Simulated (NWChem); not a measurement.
Species: CH5BFN; SMILES FBNC

```xyz
9

B     -0.4502    -0.6911     0.0000
F      0.1094    -1.9141     0.0000
H     -1.6423    -0.5936     0.0000
N      0.3702     0.4384     0.0000
C     -0.0693     1.8235     0.0000
H      1.3758     0.3073     0.0000
H      0.2846     2.3625    -0.8886
H      0.2846     2.3625     0.8886
H     -1.1619     1.8504     0.0000
```
Atoms are numbered in this order, from 1.

All runs: NWChem. Geometry: optimised at B3LYP/6-31G* (spherical d). Atomic charges in e: unrestrained fits to the electrostatic potential beside Mulliken populations; buried atoms are poorly determined by the fit.

Task: Estimate the computed values for B3LYP/def2-SVP. Quantities: ESP B1; Mulliken B1; ESP F2; Mulliken F2; ESP N4; Mulliken N4; ESP C5; Mulliken C5; relative RMS misfit of the potential (%).

Result: 
| Property | Result |
|---|---|
| ESP B1 | 0.40 |
| Mulliken B1 | 0.11 |
| ESP F2 | -0.28 |
| Mulliken F2 | -0.15 |
| ESP N4 | -0.43 |
| Mulliken N4 | -0.15 |
| ESP C5 | 0.14 |
| Mulliken C5 | 0.11 |
| relative RMS misfit of the potential (%) | 27 |
